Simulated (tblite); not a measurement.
Compound: C8H7O2 (charge +1).
SMILES with atom numbers: `[CH3:1][O:2][c:3]1[cH:4][cH:5][cH:6][cH:7][c:8]1[C:9]#[O+:10]` (hydrogens: H11, H12, H13 on C1; H14 on C4; H15 on C5; H16 on C6; H17 on C7)
Bond orders are those of one Lewis drawing.

Computed with GFN2-xTB (tblite), gas phase: L-BFGS steps from a force-field or distance-geometry start until the largest atomic force falls under 0.01 eV/Å.

Step 6: E = -771.4475 eV
```
atom  x, y, z in Å  |  force x, y, z in eV/Å
C1      2.5617   -1.0107   -0.2175    0.029  -0.055  -0.001
O2      1.7353    0.1453   -0.1103   -0.049   0.121  -0.002
C3      0.4235    0.0644   -0.0299    0.058  -0.043   0.029
C4     -0.3320   -1.1105   -0.0336   -0.013  -0.188  -0.051
C5     -1.7066   -1.0966    0.0555    0.070   0.015   0.039
C6     -2.4115    0.1100    0.1652   -0.093  -0.118  -0.016
C7     -1.7363    1.2917    0.1763   -0.088   0.087   0.007
C8     -0.3062    1.3043    0.0808   -0.061   0.032   0.006
C9      0.3348    2.4884    0.0999    0.135   0.025  -0.024
O10     0.8620    3.4869    0.1150   -0.049  -0.024   0.008
H11     2.3602   -1.5733   -1.1273   -0.154  -0.026  -0.082
H12     2.4682   -1.6588    0.6518   -0.140  -0.045   0.100
H13     3.5873   -0.6549   -0.2624    0.023   0.206   0.006
H14     0.1739   -2.0552   -0.1167    0.094  -0.136  -0.006
H15    -2.2529   -2.0286    0.0496    0.051   0.009  -0.012
H16    -3.4889    0.0893    0.2379    0.053   0.061  -0.004
H17    -2.2793    2.2203    0.2557    0.132   0.080   0.003
```

Step 7: E = -771.4544 eV
```
atom  x, y, z in Å  |  force x, y, z in eV/Å
C1      2.5579   -1.0115   -0.2171    0.040   0.023   0.001
O2      1.7346    0.1514   -0.1096   -0.034  -0.082  -0.012
C3      0.4243    0.0604   -0.0294   -0.028   0.071   0.024
C4     -0.3296   -1.1159   -0.0349    0.080  -0.087  -0.033
C5     -1.7024   -1.0936    0.0564    0.029  -0.067   0.021
C6     -2.4097    0.1100    0.1651   -0.067  -0.079  -0.009
C7     -1.7381    1.2924    0.1771    0.026   0.094  -0.009
C8     -0.3090    1.3000    0.0802    0.047   0.029   0.009
C9      0.3377    2.4819    0.0988   -0.035  -0.160  -0.018
O10     0.8574    3.4822    0.1153    0.077   0.164   0.007
H11     2.3539   -1.5746   -1.1295   -0.121   0.036   0.002
H12     2.4616   -1.6605    0.6548   -0.110   0.029   0.016
H13     3.5803   -0.6430   -0.2619    0.008   0.104   0.007
H14     0.1779   -2.0595   -0.1171    0.069  -0.148  -0.008
H15    -2.2468   -2.0244    0.0492   -0.006  -0.052  -0.008
H16    -3.4840    0.0931    0.2372   -0.051   0.022   0.004
H17    -2.2731    2.2238    0.2556    0.077   0.102   0.008
```

**Question.** Estimate the geometry and energy of step 8. (The exact step hangs on the optimiser's Hessian estimate; all steps are aligned on step 7, rigid shifts and turns removed.)

**Answer.** E = -771.4575 eV, largest force 0.146 eV/Å
```
atom  x, y, z in Å  |  force x, y, z in eV/Å
C1      2.5571   -1.0117   -0.2170    0.011   0.047   0.002
O2      1.7337    0.1531   -0.1095   -0.019  -0.126  -0.010
C3      0.4240    0.0591   -0.0287   -0.038   0.048   0.008
C4     -0.3268   -1.1199   -0.0362    0.026  -0.027  -0.007
C5     -1.7004   -1.0939    0.0572    0.072  -0.047   0.000
C6     -2.4094    0.1095    0.1648   -0.017  -0.042  -0.003
C7     -1.7392    1.2933    0.1772    0.073   0.063  -0.016
C8     -0.3098    1.2984    0.0801    0.066   0.018   0.010
C9      0.3399    2.4788    0.0980   -0.055  -0.112  -0.008
O10     0.8558    3.4813    0.1155    0.073   0.126   0.002
H11     2.3487   -1.5745   -1.1307   -0.082   0.067   0.053
H12     2.4564   -1.6609    0.6568   -0.076   0.068  -0.037
H13     3.5778   -0.6356   -0.2616   -0.015   0.040   0.007
H14     0.1811   -2.0643   -0.1174    0.046  -0.115  -0.008
H15    -2.2441   -2.0234    0.0488   -0.040  -0.094  -0.004
H16    -3.4831    0.0952    0.2370   -0.075  -0.001   0.005
H17    -2.2687    2.2276    0.2557    0.050   0.088   0.007
```

The energy changes by -0.0031 eV. The first-order estimate −F·Δx gives -0.0042 eV and the mean of the old and new forces, exact on a quadratic surface, -0.0031 eV. The step makes an angle of 55° with the force vector and moves no atom by more than 0.008 Å.

What follows is the cost of the whole relaxation. The run took 0.17 s wall on one thread, Arm Neoverse V1 (aarch64), shared host.
